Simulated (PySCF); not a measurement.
Chloroacetaldehyde dimethyl acetal, C4H9ClO2.
Numbering: `[CH3:1][O:2][CH:3]([CH2:4][Cl:5])[O:6][CH3:7]` (hydrogens: H8, H9, H10 on C1; H11 on C3; H12, H13 on C4; H14, H15, H16 on C7)

Structure used (GFN2-xTB), in Å, numbered top down from 1:
```xyz
16
C4H9ClO2 angstrom
C     -1.1955   -1.5628    0.3191
O     -0.5510   -0.6832   -0.5761
C     -0.0616    0.5111   -0.0233
C     -0.8581    1.7169   -0.5275
Cl    -2.4731    1.7354    0.1903
O      1.2535    0.7378   -0.4318
C      2.1667   -0.2616   -0.0218
H     -1.4694   -2.4346   -0.2713
H     -0.5280   -1.8686    1.1331
H     -2.0982   -1.1117    0.7427
H     -0.1143    0.4586    1.0829
H     -0.3504    2.6387   -0.2484
H     -0.9660    1.6506   -1.6089
H      1.9070   -1.2318   -0.4529
H      3.1388    0.0562   -0.3892
H      2.1919   -0.3419    1.0716
```

Vertical excitations from PySCF (density fitting, frozen core in the response, grid level 2 and gas phase unless stated; continuum runs use non-equilibrium linear response for the excitations) on a GFN2-xTB geometry. Reference run:

| settings | S1, eV (f) | S2, eV (f) | S3, eV (f) | S4, eV (f) | S5, eV (f) | S6, eV (f) | T1, eV (Tamm–Dancoff) | mean α (au) |
| --- | --- | --- | --- | --- | --- | --- | --- | --- |
| PBE0/def2-SVPD, full TDDFT, 6 singlets | 7.12 (0.004) | 7.36 (0.024) | 7.47 (0.001) | 7.63 (0.002) | 7.78 (0.014) | 8.01 (0.015) | 6.72 | 73.5 |

What do these settings give: X3LYP/Sadlej pVTZ, grid level 3, damping 0.3 at the start, DIIS from the seventh cycle, full TDDFT, 3 singlets?

| settings | S1, eV (f) | S2, eV (f) | S3, eV (f) | S4, eV (f) | S5, eV (f) | S6, eV (f) | T1, eV (Tamm–Dancoff) | mean α (au) |
| --- | --- | --- | --- | --- | --- | --- | --- | --- |
| X3LYP/Sadlej pVTZ, grid level 3, damping 0.3 at the start, DIIS from the seventh cycle, full TDDFT, 3 singlets | 6.49 (0.019) | 6.70 (0.012) | 6.87 (0.010) | – | – | – | 6.42 | 76.1 |

S1 moves by -0.63 eV; functional and basis change together, so the shift can't be laid on one. States are counted by energy in each run and needn't keep their character from row to row.

Give the leading configurations of S1 (H = HOMO, L = LUMO) and the HOMO–LUMO gap of each run.

```tsv
settings	S1 configurations (weight)	S1 (eV)	orbital gap (eV)	S1 − gap (eV)
PBE0/def2-SVPD, full TDDFT, 6 singlets	H→L 0.92	7.12	8.37	-1.25
X3LYP/Sadlej pVTZ, grid level 3, damping 0.3 at the start, DIIS from the seventh cycle, full TDDFT, 3 singlets	H→L 0.96	6.49	7.33	-0.84
```

One conformer stands for the species.
